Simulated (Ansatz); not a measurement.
Ansatz results at the PBE0-D4/def2-TZVP geometry: size of the dipole moment (B3LYP/def2-TZVPP) 2.84 D; size of the dipole moment (PBE/def2-TZVPP) 2.66 D; HOMO–LUMO gap (PBE0/def2-TZVPP) 6.85 eV.

Each molecule was computed in one conformer, which needn't be the lowest.

Problem. Which molecule gave them?
A. `C=C=C(F)CN`
B. `ClCC=[Se]`
C. `[NH2][SbH][OH]`
D. `CC1=C(F)NC1`

Solution. A. The others give `CC1=C(F)NC1`: 1.94, 1.79, 7.35; `[NH2][SbH][OH]`: 2.25, 2.08, 6.54; `ClCC=[Se]`: 1.35, 1.30, 3.71.

B3LYP here is the variant with VWN-RPA as its local correlation; programs differ in this.
